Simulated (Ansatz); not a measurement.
Start from `CN(C)N[SiH3]` and change one atom or group to get `CN(C)C=O`.

Ansatz, PBE0-D4/def2-TZVP geometries, multiplicity 1. Each molecule was computed in one conformer, which needn't be the lowest.

```
                                          property  `CN(C)N[SiH3]`
             HOMO energy (ωB97M-V/def2-TZVPP) / eV           -9.03
           HOMO–LUMO gap (ωB97M-V/def2-TZVPP) / eV           11.15
size of the dipole moment (ωB97M-V/def2-TZVPP) / D            1.75
    size of the dipole moment (PBE/def2-TZVPP) / D            1.68
                LUMO energy (PBE0/def2-TZVPP) / eV            0.57
                 HOMO energy (PBE/def2-TZVPP) / eV           -5.32
```

(1) What does the change do to each property? (An estimate is asked.)

## Answers

(1) Ansatz gave: 
| property | `CN(C)C=O` | shift |
| --- | --- | --- |
| HOMO energy (ωB97M-V/def2-TZVPP) / eV | -9.37 | -0.34 |
| HOMO–LUMO gap (ωB97M-V/def2-TZVPP) / eV | 11.84 | 0.69 |
| size of the dipole moment (ωB97M-V/def2-TZVPP) / D | 3.97 | 2.22 |
| size of the dipole moment (PBE/def2-TZVPP) / D | 3.88 | 2.20 |
| LUMO energy (PBE0/def2-TZVPP) / eV | 0.66 | 0.09 |
| HOMO energy (PBE/def2-TZVPP) / eV | -5.80 | -0.48 |

With PBE0 the HOMO falls by 0.45 eV and the LUMO rises by 0.09 eV, so the gap widens by about 0.54 eV. PBE moves the HOMO by -0.48 eV and ωB97M-V by -0.34 eV. Dipoles are sizes alone; their direction can turn.

Positive LUMOs are unbound, so they and the gaps depend on the basis.
